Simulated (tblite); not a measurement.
Give a GFN2-xTB geometry of `O=CC#CC#C[SiH3]`.

```
atom  x, y, z in Å
O1    -4.1987    1.8094   -0.2530
C2    -3.6437    0.7701   -0.5025
C3    -2.2777    0.4757   -0.2568
C4    -1.1074    0.2241   -0.0451
C5     0.1938   -0.0564    0.1889
C6     1.3652   -0.2987    0.4048
Si7    3.1502   -0.6466    0.7399
H8    -4.1805   -0.0836   -0.9680
H9     3.2174   -1.9582    1.3857
H10    3.6520    0.4101    1.6188
H11    3.8348   -0.6433   -0.5536
```

Any rigid rotation of these coordinates is as good. Atoms count from 1 in this order. The C–C distances run from 1.215 Å (C5≡C6, drawn triple) to 1.419 Å (C2–C3, drawn single), a spread of 0.204 Å. The 7 heavy atoms lie in one plane (0.000 Å rms). Si7 (SiH3 silicon) is tetrahedral (angles from 106.9° to 111.8°).

Bonds between heavy atoms (Å): O1=C2 1.204, C2–C3 1.419, C3≡C4 1.216, C4–C5 1.352, C5≡C6 1.215, C6–Si7 1.849.

Computed geometry: GFN2-xTB, gas phase.

Point group: near Cs, missed by 0.38 Å at most; the miss may be what the optimiser left on a soft mode. Its lowest GFN2-xTB frequency is 8i cm⁻¹, too small to tell a flat minimum from a shallow saddle.
